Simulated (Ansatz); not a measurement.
Cost and result up the ladder for Ga(NH3)H3 (GaNH₆) (8 atoms). Total charge 0; singlet. Geometry: PBE0-D4/def2-TZVP.

```tsv
atom	x (Å)	y (Å)	z (Å)
Ga1	0.3317	1.0668	-0.1265
N2	-0.3030	-0.9745	0.1155
H3	0.4268	-1.5271	0.5502
H4	-0.5229	-1.3898	-0.7823
H5	-1.1297	-1.0254	0.6995
H6	-0.9756	1.6323	-0.8141
H7	1.5963	0.8059	-1.0399
H8	0.5763	1.4118	1.3976
```

Ansatz on 4 threads of AMD EPYC 7B13 on a shared host. Times are rough, and most runs start from the orbitals of an earlier one. ωB97X-V/def2-TZVP serves as the yardstick here, not as an exact answer. Differences are given only for rows in sets of like size (and for xTB, whose basis is part of the method), since another set adds its own error. Binding counts from free atoms at the same level (Ga doublet, N quartet, H doublet; other spins of the atoms weren't run), without zero-point energy or a counterpoise term.

LC-ωPBE has ω = 0.4 bohr⁻¹. HSE06 is defined as in plane-wave codes, on full-range PBE exchange. Correlated methods freeze 10 core orbitals; core or outer-core shells of Ga are correlated, in sets that lack core-valence functions.

Correlated methods converge slowly with the basis.

```csv
level,functions,wall time,binding energy per atom (eV),difference from ωB97X-V/def2-TZVP (eV)
PBE-D4/def2-SVP,76,0.5 s,2.79,–
BLYP-D4/def2-TZVP,115,0.6 s,2.78,-0.04
PBE0-D4/def2-SVP,76,0.6 s,2.77,–
PBE-D4/def2-TZVP (with forces),115,0.65 s,2.79,-0.04
MP2/def2-TZVP,115,0.7 s,2.66,-0.16
PBE0-D4/def2-TZVP,115,0.75 s,2.76,-0.06
BHLYP-D4/def2-TZVP,115,0.76 s,2.75,-0.07
LC-ωPBE/def2-TZVP,115,0.8 s,2.78,-0.04
HSE06-D4/def2-TZVP,115,0.8 s,2.76,-0.06
r2SCAN-D4/def2-TZVP,115,1.1 s,2.79,-0.03
r2SCANh-D4/def2-TZVP,115,1.2 s,2.78,-0.04
B97M-V/def2-TZVP,115,1.9 s,2.83,0.01
ωB97X-V/def2-TZVP,115,1.9 s,2.82,0.00
CCSD(T)/def2-TZVPP,163,12 s,2.78,-0.04
```
